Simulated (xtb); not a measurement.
C3H9O (SMILES CC[OH+]C), charge +1, singlet, at a GFN2-xTB geometry; GFN2-xTB with GBSA(acetonitrile) in xtb.

Here is a job for xtb.
```
$ xtb mol.xyz --gfn 2 --chrg 1 --gbsa acetonitrile --json

# file mol.xyz
13

O      0.05586026    -0.68329506     0.10783272
C     -0.01267142     0.78735284     0.04115579
C      1.38355249    -1.24026318    -0.03569941
C     -1.46605047     1.19333821    -0.02607106
H      0.46194579     1.14755225     0.95586541
H      0.54921487     1.13949274    -0.82841198
H      1.30407869    -2.32340103     0.04514691
H      1.83952611    -0.96559385    -0.98766160
H      1.99255470    -0.86591714     0.78630868
H     -1.93476522     0.85317512    -0.94730704
H     -2.01811662     0.80424113     0.82553218
H     -1.53452893     2.27727882    -0.00067742
H     -0.53577495    -1.04303488    -0.58776898
```

What the program printed (banner, timings and long lists left out):

```
   ID    Z sym.   atoms
    1    8 O      1
    2    6 C      2-4
    3    1 H      5-13

           -------------------------------------------------
          |                Calculation Setup                |
           -------------------------------------------------

           -------------------------------------------------
          |                 G F N 2 - x T B                 |
           -------------------------------------------------

      * Solvation model:               GBSA
        Solvent                        acetonitrile
        Parameter file                 internal GFN2-xTB/GBSA
        Dielectric constant                3.7500E+01
        Reference state                gsolv [1 M gas/solution]
        Free energy shift                  2.0473E-03 Eh       1.2847E+00 kcal/mol
        Temperature                        2.9815E+02 K
        Density                            7.8600E-01 kg/L
        Solvent mass                       4.1050E+01 g/mol
        Interaction kernel             Still
        Born radius scaling (c1)           1.5800E+00
        Born radii integrator          GBOBC
        Born offset                        1.3788E-02 a0       2.6056E-02 AA
        H-bond correction              true
        Ion screening                  false
        Surface tension                    1.0000E-05 Eh       1.5569E+01 dyn/cm
        Grid points                               230 per atom

          ...................................................
          :                      SETUP                      :
          :.................................................:
          :  # basis functions                  25          :
          :  # atomic orbitals                  25          :
          :  # shells                           17          :
          :  # electrons                        26          :
          :  max. iterations                   250          :
          :  Hamiltonian                  GFN2-xTB          :
          :  restarted?                      false          :
          :  GBSA solvation                   true          :
          :  PC potential                    false          :
          :  electronic temp.          300.0000000     K    :
          :  accuracy                    1.0000000          :
          :  -> integral cutoff          0.2500000E+02      :
          :  -> integral neglect         0.1000000E-07      :
          :  -> SCF convergence          0.1000000E-05 Eh   :
          :  -> wf. convergence          0.1000000E-03 e    :
          :  Broyden damping             0.4000000          :
          :  net charge                          1          :
          :  unpaired electrons                  0          :
          ...................................................

 iter      E             dE          RMSdq      gap      omega  full diag
   1    -14.8548494 -0.148548E+02  0.390E+00   10.02       0.0  T
   2    -14.8713434 -0.164941E-01  0.254E+00    9.57       1.0  T
   3    -14.8722179 -0.874493E-03  0.609E-01    9.34       1.0  T
   4    -14.8726780 -0.460127E-03  0.141E-01    9.28       1.0  T
   5    -14.8727122 -0.341757E-04  0.604E-02    9.33       1.0  T
   6    -14.8727127 -0.427789E-06  0.792E-03    9.33       3.5  T
   7    -14.8727128 -0.169325E-06  0.255E-03    9.33      10.9  T
   8    -14.8727128 -0.324833E-08  0.878E-04    9.33      31.6  T
   9    -14.8727128 -0.470697E-09  0.228E-04    9.33     121.7  T

   *** convergence criteria satisfied after 9 iterations ***

         :::::::::::::::::::::::::::::::::::::::::::::::::::::
         ::                     SUMMARY                     ::
         :::::::::::::::::::::::::::::::::::::::::::::::::::::
         :: total energy             -14.698498564322 Eh    ::
         :: total w/o Gsasa/hb       -14.689735528250 Eh    ::
         :: gradient norm              0.006615323217 Eh/a0 ::
         :: HOMO-LUMO gap              9.331777944100 eV    ::
         ::.................................................::
         :: SCC energy               -14.872710275694 Eh    ::
         :: -> isotropic ES            0.107515954300 Eh    ::
         :: -> anisotropic ES         -0.004308713101 Eh    ::
         :: -> anisotropic XC          0.009014575517 Eh    ::
         :: -> dispersion             -0.004164813894 Eh    ::
         :: -> Gsolv                  -0.096543645836 Eh    ::
         ::    -> Gelec               -0.087780609764 Eh    ::
         ::    -> Gsasa               -0.005700266161 Eh    ::
         ::    -> Ghb                 -0.005110045263 Eh    ::
         ::    -> Gshift               0.002047275352 Eh    ::
         :: repulsion energy           0.174211711371 Eh    ::
         :: add. restraining           0.000000000000 Eh    ::
         :: total charge               1.000000000000 e     ::
         :::::::::::::::::::::::::::::::::::::::::::::::::::::

           -------------------------------------------------
          |                Property Printout                |
           -------------------------------------------------

    * Orbital Energies and Occupations

         #    Occupation            Energy/Eh            Energy/eV
      -------------------------------------------------------------
         1        2.0000           -0.8061895             -21.9375
         2        2.0000           -0.7259942             -19.7553
         3        2.0000           -0.7047166             -19.1763
         4        2.0000           -0.6551676             -17.8280
         5        2.0000           -0.6342568             -17.2590
         6        2.0000           -0.5983563             -16.2821
         7        2.0000           -0.5833170             -15.8729
         8        2.0000           -0.5369610             -14.6115
         9        2.0000           -0.5190450             -14.1239
        10        2.0000           -0.5060991             -13.7717
        11        2.0000           -0.5022341             -13.6665
        12        2.0000           -0.4872557             -13.2589
        13        2.0000           -0.4689336             -12.7603 (HOMO)
        14                         -0.1259971              -3.4286 (LUMO)
        15                         -0.0069389              -0.1888
        16                          0.0533943               1.4529
        17                          0.0942884               2.5657
        18                          0.1269133               3.4535
        19                          0.1357774               3.6947
        20                          0.1496260               4.0715
        21                          0.1752177               4.7679
        22                          0.1881993               5.1212
        23                          0.2000791               5.4444
        24                          0.2232010               6.0736
        25                          0.2593138               7.0563
      -------------------------------------------------------------
                  HL-Gap            0.3429365 Eh            9.3318 eV
             Fermi-level           -0.2974653 Eh           -8.0944 eV

     #   Z          covCN         q      C6AA      α(0)
     1   8 O        2.489    -0.134    16.299     5.453
     2   6 C        3.672     0.025    20.379     6.470
     3   6 C        3.626    -0.040    21.742     6.718
     4   6 C        3.751    -0.148    23.429     6.903
     5   1 H        0.924     0.124     1.579     1.965
     6   1 H        0.924     0.110     1.698     2.038
     7   1 H        0.925     0.133     1.516     1.925
     8   1 H        0.924     0.115     1.651     2.009
     9   1 H        0.925     0.130     1.532     1.935
    10   1 H        0.925     0.079     1.990     2.206
    11   1 H        0.925     0.086     1.915     2.164
    12   1 H        0.925     0.089     1.891     2.151
    13   1 H        0.803     0.431     0.432     1.032

 Mol. C6AA /au·bohr⁶  :        848.495679
 Mol. C8AA /au·bohr⁸  :      17421.899809
 Mol. α(0) /au        :         42.969080

Wiberg/Mayer (AO) data.
largest (>0.10) Wiberg bond orders for each atom

 ---------------------------------------------------------------------------
     #   Z sym  total        # sym  WBO       # sym  WBO       # sym  WBO
 ---------------------------------------------------------------------------
     1   8 O    2.585 --     3 C    0.897     2 C    0.857    13 H    0.788
     2   6 C    3.846 --     4 C    1.030     6 H    0.965     5 H    0.962
                             1 O    0.857
     3   6 C    3.832 --     8 H    0.973     9 H    0.970     7 H    0.967
                             1 O    0.897
     4   6 C    3.977 --     2 C    1.030    11 H    0.978    10 H    0.978
                            12 H    0.969
     5   1 H    0.985 --     2 C    0.962
     6   1 H    0.988 --     2 C    0.965
     7   1 H    0.982 --     3 C    0.967
     8   1 H    0.987 --     3 C    0.973
     9   1 H    0.983 --     3 C    0.970
    10   1 H    0.994 --     4 C    0.978
    11   1 H    0.993 --     4 C    0.978
    12   1 H    0.992 --     4 C    0.969
    13   1 H    0.814 --     1 O    0.788
 ---------------------------------------------------------------------------

Topologies differ in total number of bonds
Writing topology from bond orders to xtbtopo.mol

molecular dipole:
                 x           y           z       tot (Debye)
 q only:        0.421      -0.738      -0.459
   full:        0.367      -0.797      -0.600       2.703
molecular quadrupole (traceless):
                xx          xy          yy          xz          yz          zz
 q only:        1.687      -3.765       2.611       0.748       1.667      -4.298
  q+dip:        0.199      -2.068       1.989       1.012       2.055      -2.188
   full:        0.804      -2.682       2.373       1.002       2.097      -3.178

           -------------------------------------------------
          | TOTAL ENERGY              -14.698498564322 Eh   |
          | GRADIENT NORM               0.006615323217 Eh/α |
          | HOMO-LUMO GAP               9.331777944100 eV   |
           -------------------------------------------------

normal termination of xtb
```
